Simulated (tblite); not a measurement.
Compound: C4H14Ge2Si.
SMILES with atom numbers: `[CH3:1][C@@:2]1([SiH3:3])[CH2:4][GeH2:5][C@H:6]1[GeH3:7]` (hydrogens: H8, H9, H10 on C1; H11, H12, H13 on Si3; H14, H15 on C4; H16, H17 on Ge5; H18 on C6; H19, H20, H21 on Ge7)

Computed with GFN2-xTB (tblite), gas phase: L-BFGS steps from a force-field or distance-geometry start until the largest atomic force falls under 0.01 eV/Å.

Step 3: E = -576.8725 eV
```
atom  x, y, z in Å  |  force x, y, z in eV/Å
C1     -1.4090   -0.5595   -0.5497    0.378   0.306   0.245
C2     -0.3828    0.0392    0.4648   -0.347   0.196  -0.514
Si3    -0.8976    1.8008    1.0083    0.346  -0.429   0.103
C4     -0.1432   -1.0392    1.5281    0.004   0.018  -0.320
Ge5     0.9052   -1.9613    0.1388    0.017   0.350   0.159
C6      1.0691    0.0266   -0.1022   -0.634  -0.751   0.277
Ge7     1.3590    0.9301   -1.7643   -0.006  -0.142  -0.133
H8     -1.7696   -1.5064   -0.1575   -0.276   0.022  -0.020
H9     -2.2608    0.0869   -0.6747   -0.282   0.288  -0.128
H10    -0.9688   -0.7606   -1.5348   -0.140   0.287   0.189
H11     0.2800    2.3235    1.7073   -0.089   0.115   0.109
H12    -1.1604    2.5748   -0.1931   -0.059   0.156  -0.169
H13    -2.0786    1.7100    1.8482   -0.142   0.025   0.140
H14     0.5054   -0.6144    2.2860   -0.108  -0.229   0.427
H15    -1.0282   -1.4927    1.9260   -0.453   0.010   0.546
H16     2.0167   -2.7811    0.6501    0.611  -0.671  -0.042
H17    -0.0626   -2.6061   -0.8488    0.785  -0.314   0.226
H18     1.7173    0.3711    0.7221   -0.007  -0.022  -0.504
H19     0.0523    1.1263   -2.4496    0.139   0.063  -0.210
H20     2.3041    0.1239   -2.5916   -0.007   0.139  -0.191
H21     1.9433    2.2252   -1.4139    0.269   0.583  -0.190
```

Step 4: E = -577.0046 eV
```
atom  x, y, z in Å  |  force x, y, z in eV/Å
C1     -1.4065   -0.5431   -0.5374   -0.147   0.125  -0.018
C2     -0.3810    0.0368    0.4697   -0.379   0.084  -0.456
Si3    -0.8953    1.8028    1.0120    0.259  -0.426   0.030
C4     -0.1527   -1.0621    1.5333   -0.257   0.420  -0.090
Ge5     0.9173   -1.9652    0.1641    0.153   0.129  -0.029
C6      1.0607    0.0147   -0.1251   -0.550  -0.559   0.381
Ge7     1.3696    0.9525   -1.7896   -0.121  -0.517   0.435
H8     -1.7814   -1.4954   -0.1645   -0.193   0.064   0.028
H9     -2.2717    0.0933   -0.6873   -0.068   0.249   0.037
H10    -0.9816   -0.7449   -1.5251    0.032   0.241   0.098
H11     0.2779    2.3283    1.7143   -0.071   0.122   0.108
H12    -1.1624    2.5803   -0.1977   -0.019   0.054  -0.020
H13    -2.0820    1.7101    1.8534   -0.054   0.033   0.072
H14     0.4895   -0.6274    2.2940   -0.075  -0.247   0.395
H15    -1.0551   -1.4887    1.9605   -0.031   0.107   0.193
H16     2.0425   -2.8124    0.6435    0.414  -0.469  -0.071
H17    -0.0186   -2.6226   -0.8375    0.638  -0.313   0.173
H18     1.7061    0.3641    0.6956    0.115   0.045  -0.422
H19     0.0699    1.1254   -2.4533   -0.128   0.144  -0.377
H20     2.2970    0.1333   -2.5954    0.167   0.042  -0.336
H21     1.9489    2.2372   -1.4280    0.316   0.673  -0.131
```

Step 5: E = -577.1138 eV
```
atom  x, y, z in Å  |  force x, y, z in eV/Å
C1     -1.4096   -0.5277   -0.5282   -0.559  -0.063  -0.263
C2     -0.3857    0.0352    0.4674   -0.290  -0.065  -0.158
Si3    -0.8898    1.7977    1.0153    0.074  -0.234  -0.033
C4     -0.1667   -1.0732    1.5379   -0.385   0.577   0.116
Ge5     0.9317   -1.9681    0.1857    0.238  -0.159  -0.023
C6      1.0447   -0.0042   -0.1390   -0.290  -0.211   0.294
Ge7     1.3767    0.9625   -1.8020   -0.140  -0.497   0.734
H8     -1.7949   -1.4839   -0.1702   -0.135   0.083   0.056
H9     -2.2818    0.1032   -0.6971    0.058   0.229   0.161
H10    -0.9917   -0.7269   -1.5152    0.150   0.175  -0.022
H11     0.2749    2.3347    1.7224   -0.054   0.102   0.098
H12    -1.1643    2.5855   -0.2011    0.030  -0.065   0.150
H13    -2.0853    1.7108    1.8588    0.068   0.029  -0.015
H14     0.4739   -0.6435    2.3074   -0.075  -0.203   0.291
H15    -1.0777   -1.4829    1.9929    0.254   0.158  -0.111
H16     2.0714   -2.8471    0.6360    0.192  -0.226  -0.102
H17     0.0309   -2.6428   -0.8247    0.465  -0.321   0.085
H18     1.6986    0.3590    0.6652    0.162   0.079  -0.280
H19     0.0821    1.1274   -2.4639   -0.242   0.187  -0.446
H20     2.2944    0.1419   -2.6053    0.263  -0.014  -0.393
H21     1.9592    2.2593   -1.4427    0.217   0.439  -0.138
```

Question: Estimate the geometry and energy of step 6. (The exact step hangs on the optimiser's Hessian estimate; all steps are aligned on step 5, rigid shifts and turns removed.)

Answer: E = -577.2111 eV, largest force 0.750 eV/Å
```
atom  x, y, z in Å  |  force x, y, z in eV/Å
C1     -1.4222   -0.5153   -0.5250   -0.649  -0.159  -0.341
C2     -0.3960    0.0324    0.4628   -0.168  -0.178   0.149
Si3    -0.8832    1.7887    1.0177   -0.099   0.043  -0.044
C4     -0.1857   -1.0721    1.5435   -0.305   0.453   0.224
Ge5     0.9496   -1.9737    0.2066    0.189  -0.371   0.113
C6      1.0238   -0.0264   -0.1462    0.026   0.153   0.134
Ge7     1.3811    0.9641   -1.7999   -0.146  -0.316   0.634
H8     -1.8105   -1.4716   -0.1745   -0.134   0.030   0.058
H9     -2.2912    0.1180   -0.7032    0.063   0.230   0.217
H10    -0.9985   -0.7065   -1.5063    0.194   0.088  -0.160
H11     0.2710    2.3427    1.7319   -0.057   0.055   0.071
H12    -1.1655    2.5890   -0.2011    0.071  -0.157   0.270
H13    -2.0869    1.7120    1.8636    0.170   0.014  -0.086
H14     0.4574   -0.6625    2.3257   -0.080  -0.087   0.161
H15    -1.0952   -1.4749    2.0215    0.347   0.158  -0.326
H16     2.1025   -2.8842    0.6269    0.015   0.000  -0.106
H17     0.0869   -2.6685   -0.8112    0.281  -0.332  -0.019
H18     1.6947    0.3557    0.6313    0.152   0.090  -0.084
H19     0.0893    1.1330   -2.4826   -0.161   0.192  -0.392
H20     2.2970    0.1499   -2.6224    0.232   0.022  -0.320
H21     1.9726    2.2871   -1.4597    0.060   0.073  -0.153
```

The energy changes by -0.0972 eV. The first-order estimate −F·Δx gives -0.1383 eV and the mean of the old and new forces, exact on a quadratic surface, -0.0977 eV. The step makes an angle of 57° with the force vector and moves no atom by more than 0.063 Å.

What follows is the cost of the whole relaxation. On one thread of an Arm Neoverse V1, shared host, this took 1.7 s.
